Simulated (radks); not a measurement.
Spherical jellium clusters: N electrons in a uniform positive sphere of charge N and radius rs N^(1/3), rs = 5.11 bohr. Method: non-relativistic Kohn-Sham, PBEsol, spin-polarised, spherical densities; computed with a radial shooting solver with Libxc functionals. Levels are named by radial order and angular momentum (1s, 1p, 1d, 2s, ...), and open shells are averaged over m. Each electron was tried in the lowest free levels, single moves between levels near the top were tried too, and the lowest total energy was kept; such a search can miss a lower state. The series stops at N = 11: beyond it a trial failed or the search could not be trusted, so later rows were left out. Energies include the self-energy of the background; IP and EA are vertical (highest electron removed, lowest free level filled), at fixed background; spill-out counts the electrons outside the background radius R, and alpha is the static dipole polarisability from linear response (closed shells only). A dash means not computed or, for alpha, an open shell; in EA it means that no bound solution was reached, which is typical of self-interaction and does not show that the anion is unstable. Real open-shell clusters deform, which this model forbids.

\begin{tabular}{lrrrrrrrr}
N & open shells & 2S & E/N (eV) & E(N+1) + E(N-1) - 2E(N) (eV) & IP (eV) & EA (eV) & -e(HOMO) (eV) & spill-out (e) \\ \hline
1 & 1s(up 1, down 0) & 1 & -1.403 & - & - & - & 2.577 & 0.29 \\
2 & none & 0 & -1.649 & 0.640 & 4.280 & - & 2.611 & 0.44 \\
3 & 1p(up 1, down 0) & 1 & -1.518 & -0.493 & 3.344 & - & 1.947 & 0.68 \\
4 & 1p(up 2, down 0) & 2 & -1.576 & -0.304 & 3.717 & - & 2.313 & 0.82 \\
5 & 1p(up 3, down 0) & 3 & -1.671 & 0.354 & 3.900 & - & 2.536 & 0.91 \\
6 & 1p(up 3, down 1) & 2 & -1.676 & -0.311 & 3.445 & - & 2.258 & 1.03 \\
7 & 1p(up 3, down 2) & 1 & -1.724 & -0.196 & 3.692 & 1.346 & 2.491 & 1.13 \\
8 & none & 0 & -1.784 & 0.758 & 3.828 & - & 2.646 & 1.21 \\
9 & 1d(up 1, down 0) & 1 & -1.747 & -0.200 & 3.017 & - & 1.938 & 1.35 \\
10 & 1d(up 2, down 0) & 2 & -1.737 & -0.160 & 3.190 & - & 2.121 & 1.46 \\
11 & 1d(up 3, down 0) & 3 & -1.743 & - & 3.319 & 1.251 & 2.265 & 1.56 \\
\end{tabular}

All shells are closed at N = 2, 8 (there: 1s2 1p6); the second difference of the energy has clear peaks (12 % above both neighbours; the first and last values, which can be the largest, are not judged, and half-filled shells can peak too) at N = 5, 8.
